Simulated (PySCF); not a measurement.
**Two-component Hartree-Fock for Er⁵⁷⁺ (erbium, charge +57)**

Start: [Ne] 3s1; 3s1/2 filled at m_j = +1/2. Calculated with PySCF 2.14 in an uncontracted even-tempered set (18 s from 17 bohr⁻², ratio 2.4; 14 p from 22 bohr⁻², ratio 2.4; 4 d from 70 bohr⁻², ratio 2.6; 4 f from 110 bohr⁻², ratio 2.6): generalised Hartree-Fock with the X2C-1e Hamiltonian and a Gaussian nucleus; one run each with spin-orbit coupling (SO) switched off, then screened by Boettger's factors.

```tsv
spinor shell	electrons	ε, spin-free (eV)	ε, screened SO (eV)	weight of nominal j (screened SO)	rms radius, screened SO (bohr)
1s1/2	2	-62398.4	-62388.6	1.000	0.0231
2s1/2	2	-14164.2	-14161.8	1.000	0.0917
2p1/2	2	-13061.0	-13734.0	1.000	0.0782
3s1/2	1	-5819.3	-5818.9	1.000	0.218
```

Task: Where does 2p3/2 lie, and what is the 2p spin-orbit splitting (screened SO)?

Result: At -12781.0 eV, 953.03 eV above 2p1/2.

| quantity | spin-free | screened SO |
| --- | --- | --- |
| E (hartree) | -9388.90845 | -9397.61492 |
| M_J | 1/2 | 1/2 |
| ⟨J²⟩ | 0.750 | 0.750 |
| ⟨L²⟩ | 0.000 | 0.023 |
| ⟨S²⟩ | 0.750 | 0.773 |

Each row is a mean over spinors that exchange with the open shell spreads, by up to 14.662 eV (2s1/2).

Breit and QED terms are absent; they matter most for the inner s and p1/2 levels.

Densities and radii are taken from the X2C orbitals without a picture-change correction, which distorts them close to the nucleus.

Without spin-orbit coupling the j labels of p, d and f shells carry no meaning; the spin-free column gives the mean over the occupied spinors of each nl shell.
